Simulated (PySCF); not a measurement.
An unknown shows these calculated signals:

1H NMR (400 MHz, computed): δ 0.82 (s, 6H).

13C{1H} NMR (computed): δ 9.1 (CH3).

Rapidly exchanging positions averaged, a single conformation, relativity neglected, isolated molecule. GFN2-xTB geometry; σ from GIAO-PBE0/pcSseg-1; PySCF 2.14.

References, each an isolated molecule treated in the same way: 1H (31.72 ppm), 13C (186.93 ppm) vs TMS.

Which of these does the molecule contain: a Si–CH3 group, a CF3 group, a (CH3)2CH unit, an ester?

Answers


- A Si–CH3 group: yes (δC 9.1; δH 0.82 (s)).
- A CF3 group: no.
- A (CH3)2CH unit: no.
- An ester: no.

The data belong to SMILES C[Si](Cl)(Cl)[Si](C)(Cl)Cl, C2H6Cl4Si2; they needn't prove each group on their own.

Carbon signals by region: 1 below 50 ppm.

Shifts are as computed. Against solution values, carbons near 30 ppm lie about +3 ppm off and those near 130 ppm about +5 ppm. Of 1211 compounds with measured shifts, 218 miss one by over three times the rms of a fit or turn the order of signals round; such compounds aren't used in these exercises.
